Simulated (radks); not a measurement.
Results of a calculation; reference values are marked as such.
The carbon ion C+ inside a hard spherical wall (all orbitals vanish at R), configuration held at [He] 2s2 2p1 and not refilled when levels cross. Code: a radial shooting solver on a logarithmic mesh with Libxc functionals. Model: non-relativistic Kohn-Sham, PBE, spin-unpolarised, spherical densities, point nucleus. Eigenvalues in eV, with the zero of energy where the potential of the charges vanishes at infinity; a dash marks a level that is unbound or too diffuse for the functional's potential to be trusted. A positive occupied level is held by the wall or, in an anion where self-interaction has pushed it up, behind a barrier. The pressure on the wall is -dE/dV.

R (bohr)	E (hartree)	kinetic (hartree)	e(1s)	e(2s)	e(2p)	e(3s, empty)	e(3p, empty)	pressure (GPa)
free	-37.34893	37.240	-288.27	-25.745	-17.008	-	-	0
12	-37.34893	37.240	-288.27	-25.745	-17.008	-	-	< 0.0001
8	-37.34892	37.240	-288.27	-25.744	-17.007	-4.607	-2.640	0.000509
7	-37.34887	37.240	-288.27	-25.740	-17.003	-4.047	-1.848	0.00530
6	-37.34850	37.245	-288.23	-25.719	-16.975	-2.738	-0.211	0.0573
5	-37.34557	37.270	-288.03	-25.596	-16.818	0.464	3.374	0.646
1.5	-32.23583	50.949	-244.67	41.556	39.859	299.12	241.69	13100
